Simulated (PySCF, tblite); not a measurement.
Isomers of C4H7F2OS (doublet state), one GFN2-xTB conformer each. Single-point energies are computed at B3LYP/pcH-1 (PySCF, gas phase, no added dispersion term), electronic only. GFN2-xTB treats the open shell by occupation alone, and not every SCF solution was tested for stability.

```json
{"SMILES": "CCOC(F)(F)[CH]S", "GFN2-xTB relative energy (kcal/mol)": "0.0"}
{"SMILES": "[CH2]COC(F)(F)CS", "GFN2-xTB relative energy (kcal/mol)": "17.7"}
{"SMILES": "C[CH]OC(F)(F)CS", "GFN2-xTB relative energy (kcal/mol)": "9.7"}
```

Conformers: `[CH3:1][CH2:2][O:3][C:4]([F:5])([F:6])[CH:7][SH:8]` (doublet state) with C1–C2–O3–C4 180°, C2–O3–C4–F5 -55°, O3–C4–C7–S8 -175°, C4–C7–S8–H 8°; `[CH2:1][CH2:2][O:3][C:4]([F:5])([F:6])[CH2:7][SH:8]` (doublet state) with H–C1–C2–O3 15° and -168°, C1–C2–O3–C4 -172°, C2–O3–C4–F5 61°, O3–C4–C7–S8 55°, C4–C7–S8–H -55°; `[CH3:1][CH:2][O:3][C:4]([F:5])([F:6])[CH2:7][SH:8]` (doublet state) with C1–C2–O3–C4 -166°, C2–O3–C4–F5 -58°, O3–C4–C7–S8 180°, C4–C7–S8–H -56°.

What does B3LYP/pcH-1 give for the same structures?

```json
{"SMILES": "CCOC(F)(F)[CH]S", "B3LYP/pcH-1 E (Eh)": "-829.72511", "B3LYP/pcH-1 (kcal/mol)": "0.0", "GFN2-xTB (kcal/mol)": "0.0", "point group": "–"}
{"SMILES": "C[CH]OC(F)(F)CS", "B3LYP/pcH-1 E (Eh)": "-829.71800", "B3LYP/pcH-1 (kcal/mol)": "4.5", "GFN2-xTB (kcal/mol)": "9.7", "point group": "C1"}
{"SMILES": "[CH2]COC(F)(F)CS", "B3LYP/pcH-1 E (Eh)": "-829.70943", "B3LYP/pcH-1 (kcal/mol)": "9.8", "GFN2-xTB (kcal/mol)": "17.7", "point group": "C1"}
```

Both levels put the same isomer lowest; measured from each level's own lowest isomer, the values differ by up to 7.9 kcal/mol ([CH2]COC(F)(F)CS: 17.7 against 9.8). Neighbours under 5.0 kcal/mol apart (CCOC(F)(F)[CH]S and C[CH]OC(F)(F)CS) can change places with a better method, another conformer or zero-point energy.

What happens when harmonic zero-point energies from GFN2-xTB frequencies are added?

```tsv
SMILES	ZPE (kcal/mol)	electronic (kcal/mol)	with ZPE (kcal/mol)
CCOC(F)(F)[CH]S	64.4	0.0	0.0
C[CH]OC(F)(F)CS	63.6	4.5	3.7
[CH2]COC(F)(F)CS	62.8	9.8	8.3
```

The zero-point energies span 1.6 kcal/mol. The order is unchanged.

As an exercise, what shares would exp(−E/RT) give at 500 K from these electronic energies alone (no entropy, no degeneracies)?

RT = 0.994 kcal/mol: CCOC(F)(F)[CH]S 98.9 %, C[CH]OC(F)(F)CS 1.1 %, [CH2]COC(F)(F)CS under 0.1 %.
